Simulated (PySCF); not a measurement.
C8H6N2O3S, SMILES c1nnc(-c2scc3c2OCCO3)o1.

Geometry optimised at PBE-D3(BJ)/def2-SVP. The structure was generated by enumeration, and PubChem lists no compound with its InChIKey, so it may never have been made. Other conformers were not sampled.

Vertical ionisation energy (IE) and electron affinity (EA) in eV. Rows of orbital energies are one-electron estimates. Where ΔSCF, EOM or ADC give a negative EA the extra electron is unbound and the value depends on the basis.

| level | IE | EA |
|---|---|---|
| −ε(HOMO), −ε(LUMO), r2SCAN/def2-SVP (PySCF) | … | … |
| −ε(HOMO), −ε(LUMO), PBE/def2-SVP (PySCF) | 5.31 | 2.19 |

Problem. Some entries are withheld; supply them. (Estimate from the structure and the level; the computed values follow.)

Solution. 
- −ε(HOMO), −ε(LUMO), r2SCAN/def2-SVP (PySCF), IE: 5.57
- −ε(HOMO), −ε(LUMO), r2SCAN/def2-SVP (PySCF), EA: 2.22
